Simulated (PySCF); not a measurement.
chloro(difluoro)methane (CHClF2), SMILES FC(F)Cl.

Geometry optimised at PBE-D3(BJ)/def2-SVP.

Calculation: PBE-D3(BJ)/def2-SVP run with PySCF.

Frequencies are harmonic and unscaled.

| mode | ν (cm⁻¹) | IR (km/mol) | moving atoms (share of kinetic energy) |
|---|---|---|---|
| 1 | 352 | 0.9 | F 70 %, Cl 19 %, C 9 % |
| 2 | 394 | 0.6 | F 52 %, Cl 46 % |
| 3 | 587 | 7.7 | F 77 %, C 17 % |
| 4 | 770 | 151.0 | C 71 %, H 13 %, Cl 12 % |
| 5 | 1109 | 216.5 | C 58 %, F 39 % |
| 6 | 1136 | 218.5 | C 52 %, F 34 %, H 14 % |
| 7 | 1262 | 69.9 | H 85 %, C 13 % |
| 8 | 1334 | 38.3 | H 79 %, C 20 % |
| 9 | 3029 | 29.6 | H 92 %, C 8 % |
